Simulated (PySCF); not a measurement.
Rh²⁺ (rhodium, charge +2): UHF calculation

Configuration: [Kr] 4d7, high-spin 4F determinant. Computed with PySCF 2.14 in aug-cc-pwCVTZ-DK, with the spin-free X2C one-electron Hamiltonian (Gaussian nucleus).

```
Total energy                        : -4780.222670 hartree
One-electron energy                 : -6560.9961 hartree
Hartree (Coulomb) energy            : 1918.0231 hartree
Exchange energy                     : -137.2497 hartree
⟨S²⟩                                : 3.7548
⟨L²⟩                                : 12.055
Sum of ⟨r⟩                          : 26.34 bohr
Sum of ⟨r²⟩                         : 30.34 bohr²
Langevin diamagnetic susceptibility : -24.0 ×10⁻⁶ cm³/mol
```

```json
{"shell": "1s β", "electrons": "1", "mean orbital energy (eV)": "-23360.6", "spread (eV)": "0", "rms radius, mean of both spins (bohr)": "0.0375"}
{"shell": "1s α", "electrons": "1", "mean orbital energy (eV)": "-23360.6", "spread (eV)": "0", "rms radius, mean of both spins (bohr)": "0.0375"}
{"shell": "2s α", "electrons": "1", "mean orbital energy (eV)": "-3487.3", "spread (eV)": "0", "rms radius, mean of both spins (bohr)": "0.154"}
{"shell": "2s β", "electrons": "1", "mean orbital energy (eV)": "-3486.4", "spread (eV)": "0", "rms radius, mean of both spins (bohr)": "0.154"}
{"shell": "2p α", "electrons": "3", "mean orbital energy (eV)": "-3122.3", "spread (eV)": "0", "rms radius, mean of both spins (bohr)": "0.137"}
{"shell": "2p β", "electrons": "3", "mean orbital energy (eV)": "-3121.4", "spread (eV)": "0", "rms radius, mean of both spins (bohr)": "0.137"}
{"shell": "3s α", "electrons": "1", "mean orbital energy (eV)": "-675.94", "spread (eV)": "0", "rms radius, mean of both spins (bohr)": "0.415"}
{"shell": "3s β", "electrons": "1", "mean orbital energy (eV)": "-675.51", "spread (eV)": "0", "rms radius, mean of both spins (bohr)": "0.415"}
{"shell": "3p α", "electrons": "3", "mean orbital energy (eV)": "-552.59", "spread (eV)": "0", "rms radius, mean of both spins (bohr)": "0.419"}
{"shell": "3p β", "electrons": "3", "mean orbital energy (eV)": "-552.05", "spread (eV)": "0", "rms radius, mean of both spins (bohr)": "0.419"}
{"shell": "3d α", "electrons": "5", "mean orbital energy (eV)": "-355.34", "spread (eV)": "0.318", "rms radius, mean of both spins (bohr)": "0.403"}
{"shell": "3d β", "electrons": "5", "mean orbital energy (eV)": "-354.05", "spread (eV)": "1.194", "rms radius, mean of both spins (bohr)": "0.403"}
{"shell": "4s α", "electrons": "1", "mean orbital energy (eV)": "-124.68", "spread (eV)": "0", "rms radius, mean of both spins (bohr)": "1.05"}
{"shell": "4s β", "electrons": "1", "mean orbital energy (eV)": "-119.43", "spread (eV)": "0", "rms radius, mean of both spins (bohr)": "1.05"}
{"shell": "4p α", "electrons": "3", "mean orbital energy (eV)": "-87.876", "spread (eV)": "0", "rms radius, mean of both spins (bohr)": "1.16"}
{"shell": "4p β", "electrons": "3", "mean orbital energy (eV)": "-81.169", "spread (eV)": "0", "rms radius, mean of both spins (bohr)": "1.16"}
{"shell": "4d α", "electrons": "5", "mean orbital energy (eV)": "-33.504", "spread (eV)": "1.183", "rms radius, mean of both spins (bohr)": "1.56"}
{"shell": "4d β", "electrons": "2", "mean orbital energy (eV)": "-30.993", "spread (eV)": "0", "rms radius, mean of both spins (bohr)": "1.56"}
```

Densities and radii are taken from the X2C orbitals without a picture-change correction, which distorts them close to the nucleus.

Spin-orbit constants ζ (cm⁻¹) from the X2C one-electron operator on these orbitals: bare nucleus, nucleus screened by l(l+1)(2l+1)/3 electrons, and screened by the Breit-Pauli mean field of the electrons.

```csv
shell,bare,screened nucleus,mean field
2p,783400,748600,n/a
3p,136500,130400,n/a
3d,19830,15420,n/a
4p,19850,18970,n/a
4d,1779,1384,n/a
```

To first order the Landé constant is A = -461.2 cm⁻¹, so the lowest level has J = 9/2 and lies 0.257 eV below the centre of the term. This holds in LS coupling only.
